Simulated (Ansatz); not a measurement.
Frontier orbitals of C2H8BN (`CB(C)N`).

```xyz
12

C    -1.066    1.036    0.142
B     0.077   -0.005   -0.174
C     0.587   -1.006    0.934
N     0.645   -0.041   -1.451
H    -1.335    1.676   -0.703
H    -1.974    0.522    0.474
H    -0.775    1.687    0.973
H    -0.239   -1.620    1.309
H     1.378   -1.682    0.597
H     0.966   -0.458    1.803
H     0.362    0.573   -2.196
H     1.375   -0.681   -1.710
```

Charge 0, multiplicity 1. The geometry is a stationary point of PBE0-D4/def2-TZVP. It is one conformer, not always the lowest. Basis def2-TZVPP, the Gaussian-basis code of Ansatz.

Orbital energies of one run (eV). Highest occupied ones, from the top: -6.95, -7.32, -8.44, -9.23, -9.24, -10.04, -10.28, -12.57, -12.71, -17.25, -17.97, -22.44, -179.55, -271.90. Empty: 0.63, 0.88, 2.14, 2.27, 3.03, 3.06.

(1) Which functional gave them?
A. CAM-B3LYP
B. r2SCAN
C. LC-ωPBE
D. HSE06 (plane-wave form)

Results:

(1) B. HOMO energies: r2SCAN -6.95, LC-ωPBE -10.96, CAM-B3LYP -9.52, HSE06 -7.66 eV.

LC-ωPBE has ω = 0.4 bohr⁻¹.
